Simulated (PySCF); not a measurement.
## Calculated data, AlBH2N

Calculation on a computer-drawn molecule: vertical ionisation energy to the stated ion spin, frozen-core CCSD(T) at the basis limit and cheaper methods, single-reference cases, UHF for radicals, no spin-orbit; all values are single points at the evaluated structure, the first of each entry, which is the reference or a displaced copy of it and isn't optimised; the reference structure only sets the zero of the energies above reference; triples share is (T) over the correlation energy. Program: PySCF 2.14.0.

```xyz
5
formula=AlBH2N charge=0 multiplicity=2 ion_multiplicity=1 diffuse_functions=no basis=cc-pV(n+d)Z reference_is=the_Hartree-Fock_double-zeta_minimum best_is=HF_at_quadruple_zeta_+_MP2_correlation_extrapolated_from_triple_and_quadruple_zeta_+_CCSD(T)_minus_MP2_at_triple_zeta basis_step_is=the_size_of_the_change_from_the_same_recipe_one_zeta_lower ionisation_energy_best=7.392 ionisation_energy_basis_step=0.01335 energy_above_reference_best=1.867 energy_above_reference_basis_step=0.1318 total_energy_HF_triple_zeta=-322.2673 total_energy_CCSD(T)_triple_zeta=-322.6469 total_energy_best=-322.6965 T1_diagnostic_at_triple_zeta=0.01717 D1_diagnostic_at_triple_zeta=0.04194 spin_squared_at_triple_zeta=0.7552 ion_T1_diagnostic_at_triple_zeta=0.01591 ion_D1_diagnostic_at_triple_zeta=0.036 triples_share_at_triple_zeta=0.04475 basis_functions_triple_zeta=127 dipole_magnitude_HF_at_triple_zeta=1.911 dipole_magnitude_CCSD_unrelaxed_at_triple_zeta=1.259 dipole_magnitude_PBE_at_triple_zeta=1.153 dipole_magnitude_r2SCAN_at_triple_zeta=1.338 dipole_magnitude_B3LYP_at_triple_zeta=1.299 dipole_magnitude_wB97X_at_triple_zeta=1.516
B      0.2725     1.1495     0.0978
N     -0.8342     0.6901    -0.2415
Al    -2.4105     0.1218    -0.6654
H      1.3570     1.6009     0.4365
H     -2.7987    -0.1412    -2.1912
```

Units: ionisation_energy_best, ionisation_energy_basis_step in eV; energy_above_reference_best, energy_above_reference_basis_step in kcal/mol; total_energy_HF_triple_zeta, total_energy_CCSD(T)_triple_zeta, total_energy_best in hartree; dipole_magnitude_HF_at_triple_zeta, dipole_magnitude_CCSD_unrelaxed_at_triple_zeta, dipole_magnitude_PBE_at_triple_zeta, dipole_magnitude_r2SCAN_at_triple_zeta, dipole_magnitude_B3LYP_at_triple_zeta, dipole_magnitude_wB97X_at_triple_zeta in debye.

Reference structure:
```xyz
5
AlBH2N
B      0.3005     1.1741     0.0992
N     -0.8059     0.7206    -0.2584
Al    -2.4150     0.0707    -0.6432
H      1.3424     1.6007     0.4281
H     -2.7955    -0.1334    -2.1772
```

Drawn bonds:
| atom | other atom | order |
| --- | --- | --- |
| 1 | 2 | 1 |
| 2 | 3 | 2 |
| 1 | 4 | 1 |
| 3 | 5 | 1 |

Triple zeta:
| method | ionisation energy (eV) | energy above reference (kcal/mol) |
| --- | --- | --- |
| HF | 7.085 | 1.388 |
| PBE | 7.403 | 1.76 |
| r2SCAN | 7.515 | 1.619 |
| B3LYP | 7.458 | 1.799 |
| wB97X | 7.327 | 1.523 |
| MP2 | 7.33 | 2.096 |
| CCSD | 7.344 | 1.78 |
| CCSD(T) | 7.365 | 1.883 |
